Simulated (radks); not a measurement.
Excited configurations of neutral bromine: one electron is placed in a higher orbital outside [Ar] 3d10 4s2 4p4. The ground configuration is [Ar] 3d10 4s2 4p5. Calculated with a radial shooting solver on a logarithmic mesh with Libxc functionals: Dirac Kohn-Sham, PBEsol, spin-unpolarised, spherical densities, finite nucleus; open shells are shared between the two j in proportion to 2j + 1; Fermi nuclear charge, rms radius 4.1629 fm. Excitation = E - E(ground); binding = E(ion) - E, where the ion is the core of charge +1; n* = 1/sqrt(2 binding) in atomic units, and the quantum defect is n - n*. Eigenvalue and <r> are those of j = l + 1/2.

outer orbital  excitation (eV)  binding (eV)     n*  quantum defect  eigenvalue (eV)  <r> (bohr)
4d                      10.711         1.849  2.713           1.287           -0.635       8.134
4f                      11.660         0.900  3.889           0.111           -0.429       17.56
5s                       8.780         3.780  1.897           3.103           -2.091       5.641
5p                      10.112         2.448  2.358           2.642           -1.275       7.783
5d                      11.342         1.217  3.343           1.657           -0.635       14.97
5f                      11.941         0.619  4.689           0.311           -0.359       29.78
6s                      10.807         1.753  2.786           3.214           -1.051       12.33
6p                      11.248         1.312  3.220           2.780           -0.764       15.75
6f                      12.113         0.447  5.519           0.481           -0.280       44.68
7s                      11.549         1.010  3.670           3.330           -0.640       21.68
7p                      11.743         0.817  4.081           2.919           -0.511       26.20
7d                      12.020         0.539  5.024           1.976           -0.343       38.86

The Delta-SCF ionisation energy is 12.559 eV (NIST Atomic Spectra Database: 11.814 eV, measured). Self-interaction in the functional shifts the binding energies and quantum defects, so they are the method's values and not measured ones. Spin polarisation and multiplet splitting are left out, so open shells lie too high by an amount that depends on their filling. Sharing an open shell by 2j + 1 raises it above the true ground level by a part of the spin-orbit splitting, which enters the differences from NIST.

Beside tabulated values, note that spin-unpolarised runs miss the spin-polarisation part of the exchange energy of open shells.
